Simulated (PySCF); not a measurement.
C2H5I, SMILES CCI. Geometry optimised at PBE0-D3(BJ)/def2-SVP. The def2 effective core potentials stand for the cores of I; spin–orbit coupling is left out.

Problem. Give the equilibrium geometry at PBE0-D3(BJ)/def2-SVP (PySCF confirms it by a frequency run) as Cartesian coordinates in Å, and its point group. (The exact figures need the calculation; the answer reports its results.)

Solution. point group Cs.
```xyz
8

C     -0.4244     2.4145     0.0000
C      0.6907     1.3989     0.0000
I     -0.0402    -0.6392     0.0000
H     -1.0624     2.3176     0.8903
H      0.0080     3.4294     0.0000
H     -1.0624     2.3176    -0.8903
H      1.3252     1.4657     0.8928
H      1.3252     1.4657    -0.8928
```
